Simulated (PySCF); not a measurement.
## Assignment exercise: C7H7FO

Structure with atom numbers: `[CH3:1][O:2][c:3]1[cH:4][cH:5][cH:6][c:7]([F:8])[cH:9]1`. Hydrogens are named by the atom that carries them.

[PySCF 2.14: NMR shieldings at PBE0/pcSseg-1/GIAO; coordinates at the GFN2-xTB level; fast rotation and ring inversion assumed for equivalent nuclei; non-relativistic; one conformer; no solvent model]

Shifts are taken against calculated references (same method and geometry level): 13C, 1H against TMS.

Question: Assign these signals to the numbered atoms. 13C{1H} NMR (computed): δ 174.0 (C), 168.2 (C), 135.8 (CH), 118.8 (CH), 111.9 (CH), 101.3 (CH), 56.0 (CH3).

Answer: 
174.0 → C7, aromatic carbon bearing fluorine: an ipso carbon deshielded by its heteroatom
168.2 → C3, aromatic carbon bearing oxygen: the electronegative substituent deshields the carbon that carries it
135.8 → C5, aromatic CH: the aromatic region
118.8 → C4, aromatic CH
111.9 → C6, aromatic CH
101.3 → C9, aromatic CH
56.0 → C1, methyl carbon bonded to O: deshielded by the electronegative neighbour

Question: Assign these signals to the numbered atoms. 1H NMR (500 MHz, computed): δ 7.52 (m, 1H), 7.00 (d, 1H), 6.89 (m, 1H), 6.51 (m, 1H), 3.92 (s, 3H).

Answer: 
7.52 → H(C5), hydrogen on an aromatic CH: ring-current deshielding
7.00 → H(C4), hydrogen on an aromatic CH
6.89 → H(C6), hydrogen on an aromatic CH
6.51 → H(C9), hydrogen on an aromatic CH
3.92 → H(C1), hydrogen on a methyl carbon bonded to O: its carbon carries O, hence the downfield position

H(C4) and H(C6) lie closer than the usual error of such a calculation, so a measured spectrum could show them in the other order.

Splittings by 19F in the carbon and heteronuclear signals aren't shown, as no couplings were computed. Shifts are as computed. Against solution values, carbons near 30 ppm lie about +3 ppm off and those near 130 ppm about +5 ppm. Of 1211 compounds with measured shifts, 218 miss one by over three times the rms of a fit or turn the order of signals round; such compounds aren't used in these exercises. Multiplicities follow the n + 1 count of equivalent neighbours, as no J values were calculated; m marks all less simple cases, F and P coupling included.
